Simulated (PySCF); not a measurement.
**Calculated NMR parameters of CC(=O)C#C[Si@H](P)[SiH2]P**

```yaml
Formula: C4H10OP2Si2
SMILES: CC(=O)C#C[Si@H](P)[SiH2]P
InChI: InChI=1S/C4H10OP2Si2/c1-4(5)2-3-9(7)8-6/h9H,6-8H2,1H3/t9-/m1/s1
Point_group_of_the_computed_structure: C1
Carbon_signals: 4
Proton_signals: 6
```

Mapped SMILES: `[CH3:1][C:2](=[O:3])[C:4]#[C:5][Si@H:6]([PH2:7])[SiH2:8][PH2:9]` (H(Xn): hydrogen on atom n). Ha(Si8) is pro-R; Hb(Si8) is pro-S.

One computed conformer, no relativistic terms, no solvent model, averaged over atoms made equivalent by symmetry, fast rotation or ring inversion. GFN2-xTB structure; PBE0/pcSseg-1 with gauge-including orbitals; PySCF 2.14.0 with density-fitted response routines.

Referencing at the same level of theory: TMS for 1H (31.72 ppm) and 13C (186.93 ppm) and 29Si (349.16 ppm); 31P (318.38 ppm) against H3PO4; 17O (336.08 ppm) against H2O.

```tsv
carbon	δC, type	δH (multiplicity)	HMBC from (2–3 bonds)	span of the C tensor (ppm)
C1	36.4, CH3	2.37 (s)	–	68
C2	187.7, C	–	H(C1)	204
C4	113.5, C	–	H(Si6), H(C1)	295
C5	96.9, C	–	H(Si6), Ha(Si8), Hb(Si8), H(P7)	212
```

Other nuclei:
```csv
atoms,nucleus,environment,δ (ppm),σ (ppm)
H(Si6),1H,"hydrogen on a silicon bonded to C, P, Si",4.83,26.88
Ha(Si8),1H,"hydrogen on a silicon bonded to P, Si",4.50,27.21
Hb(Si8),1H,"hydrogen on a silicon bonded to P, Si",3.91,27.81
H(P7),1H,hydrogen on a phosphorus bonded to Si,1.28,30.44
H(P9),1H,hydrogen on a phosphorus bonded to Si,1.27,30.45
P7,31P,"phosphorus bonded to Si, 2 H",-297.6,616.0
P9,31P,"phosphorus bonded to Si, 2 H",-318.2,636.6
Si6,29Si,"silicon bonded to C, P, Si, H",-72.0,421.2
Si8,29Si,"silicon bonded to P, Si, 2 H",-84.0,433.2
O3,17O,ketone oxygen,713.1,-377.0
```

- δC 187.7: carbonyl carbon of an ynone.
- δC 113.5, 96.9: alkyne carbon.
- δC 36.4: methyl carbon α to a carbonyl; the adjacent C=O deshields it moderately.
- δH 4.83: hydrogen on a silicon bonded to C, P, Si.
- δH 2.37: hydrogen on a methyl carbon α to a carbonyl; α to C=O.

Splittings by 31P in the carbon and heteronuclear signals aren't shown, as no couplings were computed. Shifts are as computed. Against solution values, carbons near 30 ppm lie about +3 ppm off and those near 130 ppm about +5 ppm. Of 1309 compounds with measured shifts, 239 miss one by over three times the rms of a fit or turn the order of signals round; such compounds aren't used in these exercises. Unscaled 17O shifts of doubly bonded oxygen tend to come out too high, by tens of ppm or more. Experimental scales use liquid or dissolved standards, which lie at an offset from isolated H2O (liquid H2O: subtract about 36 ppm) and H3PO4. Multiplicities follow the n + 1 count of equivalent neighbours, as no J values were calculated; m marks all less simple cases, F and P coupling included.
